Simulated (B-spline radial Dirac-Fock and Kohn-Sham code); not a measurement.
EELS cross sections of the Co L2 (2p1/2) edge

System: atomic cobalt, [Ar] 3d7 4s2. Model: the first Born approximation with generalised oscillator strengths from a Dirac-Hartree-Slater potential (longitudinal and transverse terms; continuum final states only, so no white lines or fine structure). Program: a radial B-spline solver. The edge is taken at 793.2 eV (tabulated value).

Input file task.json (cfg lists n, l and occupation; rrms is the nuclear radius in fm):

```json
{"items": [{
  "Z": 27,
  "q": 0,
  "cfg": [[1, 0, 2], [2, 0, 2], [2, 1, 6], [3, 0, 2], [3, 1, 6], [3, 2, 7], [4, 0, 2]],
  "A": 59,
  "rrms": 3.7875,
  "do": "eels",
  "beams": [[60, 5], [80, 5], [80, 10], [80, 20], [80, 50], [100, 5], [120, 5], [120, 20], [120, 50], [200, 50], [200, 100], [300, 10], [300, 20], [300, 100]],
  "edges": {"L2": 793.2}
}]}
```

Command: `python xray2_run.py task.json out`

Generalised oscillator strength df/dE of the whole subshell in 10⁻³ per eV, against momentum transfer:

```
q (1/a₀)  10 eV above  65 eV above  125 eV above  250 eV above
  0.0400         2.97         3.10          2.64          1.94
  0.0527         2.97         3.10          2.64          1.94
  0.0695         2.97         3.10          2.64          1.94
  0.0916         2.97         3.10          2.64          1.94
   0.121         2.97         3.10          2.64          1.94
   0.159         2.97         3.10          2.64          1.94
   0.210         2.97         3.10          2.64          1.94
   0.277         2.96         3.09          2.64          1.94
   0.365         2.96         3.09          2.63          1.94
   0.481         2.95         3.08          2.63          1.94
   0.634         2.93         3.06          2.62          1.94
   0.836         2.90         3.04          2.61          1.93
    1.10         2.85         3.00          2.58          1.93
    1.45         2.76         2.92          2.54          1.93
    1.91         2.61         2.80          2.46          1.91
    2.52         2.38         2.59          2.33          1.88
    3.33         2.04         2.27          2.10          1.79
    4.39         1.59         1.81          1.75          1.61
    5.78         1.07         1.25          1.26          1.27
    7.62        0.596        0.705         0.740         0.810
    10.0        0.261        0.309         0.333         0.386
    13.2       0.0884        0.105         0.114         0.135
    17.5       0.0237       0.0277        0.0302        0.0362
    23.0      0.00497      0.00567       0.00620       0.00740
    30.3     0.000790     0.000877      0.000957       0.00113
    40.0     9.30e-05     0.000101      0.000110      0.000129
```

As q goes to zero the values tend to the optical oscillator strength. At 250 eV above the edge the largest value on this grid is at q = 0.0400 per a₀; a free electron at rest would take up the loss of 1043 eV at q = 8.76 per a₀, where the Bethe ridge forms once the loss is well above the edge energy.

Values without a named source are computed, but for edge energies of neutral atoms, which are taken from tables.
